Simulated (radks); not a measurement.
Coulomb parameter of the 4d shell of the palladium ion Pd2+ in the model configuration [Kr] 4d7 5s1, as a second difference U = [E(n + 0.5) + E(n - 0.5) - 2 E(n)] / (0.5)^2 with all orbitals relaxed. "Bare": the charge of the atom changes with n. "Screened": the 5s shell takes up the change at fixed total charge, which measures U(4d,4d) + U(5s,5s) - 2 U(4d,5s). Method: Dirac Kohn-Sham, PBE, spin-unpolarised, spherical densities, point nucleus; open shells are shared between the two j in proportion to 2j + 1; computed with a radial shooting solver on a logarithmic mesh with Libxc functionals.

case	configuration	E - E(n) (eV)
start	[Kr] 4d7 5s1	0.000
bare +0.5	[Kr] 4d7.5 5s1	-13.871
bare -0.5	[Kr] 4d6.5 5s1	17.371
screened +0.5	[Kr] 4d7.5 5s0.5	-4.343
screened -0.5	[Kr] 4d6.5 5s1.5	4.907

U(bare) = 13.998 eV, U(screened by 5s) = 2.255 eV.
